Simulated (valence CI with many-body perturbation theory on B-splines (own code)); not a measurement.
## Forbidden lines of Dy⁵⁸⁺

Level of theory: configuration interaction combined with many-body perturbation theory (CI+MBPT): six valence electrons over a frozen Dirac-Fock core [He], radial functions for each j: 9 s, 9 p, 8 d, 6 f, 3 g, 1 h, with the one-electron correlation potential Σ1 (screened to all orders), the two-electron term Σ2, the three-electron term Σ3, Breit, model QED; selected single and double excitations, second order for the rest, scaled by the run's own slope (own B-spline code, finite nucleus).

The last digits are not significant, and no measured levels were compared; by estimate large intervals hold to a few tenths of a per cent, small ones and those within an open d or f shell to about a per cent. Among the levels kept, up to 2100 cm⁻¹ of a level comes from second order outside the variational space, and about a tenth of that is noise between levels of different J, which matters for small intervals.

Lines 1 to 48 of 48 in falling wavelength, among levels below 8104.7 eV, chosen from the decays that carry over 1 % of a level's rate. Wavelengths and rates use the calculated energies. Electric multipoles are in the length gauge with retardation, E1 and E2 with the static RPA response of the core. M1 uses the relativistic operator with retardation. Weak lines are less certain than strong ones. Lines between different terms over intervals too small for the method are left out, as are lines whose strength nearly cancels. The highest levels of a list are the least certain.

Levels are named by their leading jj configuration (3d3/2^4 stands for four electrons in 3d with j = 3/2), which in mixed levels can hold well under half, so a name can repeat and another be missing. Letters in brackets count levels of one name in rising energy.

```csv
λ vac (Å),Upper,Lower,Type,A (s⁻¹),Branch %
241.6,(2s^2 2p1/2^2 2p3/2^2) J=0,(2s^2 2p1/2^2 2p3/2^2) J=2,E2,5.90e+01,100.0
15.97,(2s^2 2p1/2 2p3/2^3) J=1,(2s^2 2p1/2^2 2p3/2^2) J=0,M1,1.53e+09,25.5
15.32,(2s^2 2p1/2 2p3/2^2 3p1/2) J=1 [a],(2s^2 2p1/2^2 2p3/2 3p1/2) J=1,M1,4.23e+09,1.1
14.98,(2s^2 2p1/2 2p3/2^3) J=1,(2s^2 2p1/2^2 2p3/2^2) J=2,M1,4.45e+09,74.2
14.65,(2s^2 2p1/2 2p3/2^3) J=2,(2s^2 2p1/2^2 2p3/2^2) J=2,M1,2.68e+09,99.1
14.32,(2s^2 2p3/2^4) J=0,(2s^2 2p1/2 2p3/2^3) J=1,M1,1.14e+10,61.1
1.803,(2s^2 2p1/2^2 2p3/2 3p1/2) J=2,(2s^2 2p1/2^2 2p3/2^2) J=0,E2,2.37e+11,19.8
1.800,(2s^2 2p1/2 2p3/2^2 3p1/2) J=1 [a],(2s^2 2p1/2 2p3/2^3) J=2,E2,1.31e+11,33.3
1.797,(2s^2 2p1/2 2p3/2^2 3p1/2) J=2 [a],(2s^2 2p1/2 2p3/2^3) J=2,E2,1.61e+10,2.3
1.797,(2s^2 2p1/2 2p3/2^2 3p1/2) J=2 [a],(2s^2 2p1/2 2p3/2^3) J=2,M1,7.33e+09,1.1
1.795,(2s^2 2p1/2 2p3/2^2 3p1/2) J=1 [a],(2s^2 2p1/2 2p3/2^3) J=1,E2,1.30e+11,33.0
1.795,(2s^2 2p1/2 2p3/2^2 3p1/2) J=1 [a],(2s^2 2p1/2 2p3/2^3) J=1,M1,1.24e+10,3.1
1.793,(2s^2 2p1/2 2p3/2^2 3p1/2) J=3,(2s^2 2p1/2 2p3/2^3) J=2,E2,7.52e+11,78.6
1.793,(2s^2 2p1/2 2p3/2^2 3p1/2) J=2 [a],(2s^2 2p1/2 2p3/2^3) J=1,E2,6.13e+11,88.9
1.790,(2s^2 2p1/2^2 2p3/2 3p1/2) J=1,(2s^2 2p1/2^2 2p3/2^2) J=2,E2,6.53e+11,86.3
1.790,(2s^2 2p1/2^2 2p3/2 3p1/2) J=1,(2s^2 2p1/2^2 2p3/2^2) J=2,M1,1.23e+10,1.6
1.789,(2s^2 2p1/2^2 2p3/2 3p1/2) J=2,(2s^2 2p1/2^2 2p3/2^2) J=2,E2,8.85e+11,74.1
1.788,(2s^2 2p1/2 2p3/2^2 3p1/2) J=3,(2s^2 2p1/2 2p3/2^3) J=1,E2,1.25e+11,13.0
1.785,(2s^2 2p1/2 2p3/2^2 3p1/2) J=2 [b],(2s^2 2p1/2 2p3/2^3) J=2,E2,4.17e+11,24.3
1.782,(2s^2 2p1/2 2p3/2^2 3p1/2) J=1 [b],(2s^2 2p1/2 2p3/2^3) J=2,E2,3.44e+11,39.0
1.780,(2s^2 2p1/2 2p3/2^2 3p1/2) J=2 [b],(2s^2 2p1/2 2p3/2^3) J=1,E2,7.50e+10,4.4
1.778,(2s^2 2p1/2 2p3/2^2 3p1/2) J=1 [b],(2s^2 2p1/2 2p3/2^3) J=1,E2,3.45e+11,39.1
1.772,(2s^2 2p1/2 2p3/2^2 3p1/2) J=0,(2s^2 2p1/2 2p3/2^3) J=2,E2,6.80e+11,41.8
1.739,(2s^2 2p1/2 2p3/2^2 3p3/2) J=0,(2s^2 2p1/2 2p3/2^3) J=2,E2,1.92e+11,14.8
1.738,(2s^2 2p1/2 2p3/2^2 3p3/2) J=3 [a],(2s^2 2p1/2 2p3/2^3) J=2,E2,1.33e+11,5.3
1.737,(2s^2 2p1/2^2 2p3/2 3p3/2) J=2,(2s^2 2p1/2^2 2p3/2^2) J=0,E2,2.59e+11,25.9
1.734,(2s^2 2p1/2 2p3/2^2 3p3/2) J=3 [a],(2s^2 2p1/2 2p3/2^3) J=1,E2,9.56e+10,3.8
1.734,(2s^2 2p1/2 2p3/2^2 3p3/2) J=4,(2s^2 2p1/2 2p3/2^3) J=2,E2,2.37e+11,17.1
1.733,(2s^2 2p1/2 2p3/2^2 3p3/2) J=3 [b],(2s^2 2p1/2 2p3/2^3) J=2,E2,1.33e+11,7.1
1.731,(2s^2 2p1/2 2p3/2^2 3p3/2) J=1 [a],(2s^2 2p1/2 2p3/2^3) J=1,E2,1.60e+11,2.2
1.731,(2s^2 2p1/2^2 2p3/2 3p3/2) J=3,(2s^2 2p1/2^2 2p3/2^2) J=2,E2,4.88e+11,45.1
1.731,(2s^2 2p1/2^2 2p3/2 3p3/2) J=1,(2s^2 2p1/2^2 2p3/2^2) J=2,E2,5.01e+11,44.5
1.729,(2s^2 2p1/2 2p3/2^2 3p3/2) J=3 [b],(2s^2 2p1/2 2p3/2^3) J=1,E2,1.24e+11,6.6
1.726,(2s 2p1/2^2 2p3/2^2 3s) J=2 [b],(2s^2 2p1/2 2p3/2^3) J=2,E2,2.67e+11,1.4
1.723,(2s^2 2p1/2 2p3/2^2 3p3/2) J=2 [b],(2s^2 2p1/2 2p3/2^3) J=2,E2,3.88e+11,2.6
1.719,(2s^2 2p1/2^2 2p3/2 3p3/2) J=0,(2s^2 2p1/2^2 2p3/2^2) J=2,E2,1.30e+12,50.4
1.691,(2s^2 2p1/2^2 2p3/2 3d5/2) J=4,(2s^2 2p1/2^2 2p3/2^2) J=2,M2,2.60e+10,31.1
1.691,(2s^2 2p1/2^2 2p3/2 3d5/2) J=4,(2s^2 2p1/2^2 2p3/2^2) J=2,E3,1.89e+09,2.3
1.554,(2s^2 2p1/2 2p3/2^2 3p3/2) J=0,(2s^2 2p1/2^2 2p3/2^2) J=2,E2,5.54e+11,42.5
1.554,(2s^2 2p1/2 2p3/2^2 3p3/2) J=3 [a],(2s^2 2p1/2^2 2p3/2^2) J=2,E2,3.06e+11,12.2
1.554,(2s^2 2p1/2 2p3/2^2 3p3/2) J=2 [a],(2s^2 2p1/2^2 2p3/2^2) J=2,E2,2.34e+11,1.1
1.552,(2s^2 2p1/2 2p3/2^2 3p3/2) J=1 [a],(2s^2 2p1/2^2 2p3/2^2) J=2,E2,3.20e+11,4.4
1.551,(2s^2 2p1/2 2p3/2^2 3p3/2) J=2 [b],(2s^2 2p1/2^2 2p3/2^2) J=0,E2,1.85e+11,1.2
1.550,(2s^2 2p1/2 2p3/2^2 3p3/2) J=4,(2s^2 2p1/2^2 2p3/2^2) J=2,E2,6.14e+11,44.2
1.550,(2s^2 2p1/2 2p3/2^2 3p3/2) J=3 [b],(2s^2 2p1/2^2 2p3/2^2) J=2,E2,2.82e+11,15.0
1.549,(2s^2 2p1/2 2p3/2^2 3p3/2) J=2 [c],(2s^2 2p1/2^2 2p3/2^2) J=0,E2,3.75e+11,18.5
1.544,(2s 2p1/2^2 2p3/2^2 3s) J=2 [b],(2s^2 2p1/2^2 2p3/2^2) J=2,E2,1.91e+11,1.0
1.539,(2s^2 2p1/2 2p3/2^2 3p3/2) J=2 [c],(2s^2 2p1/2^2 2p3/2^2) J=2,E2,9.95e+10,4.9
```
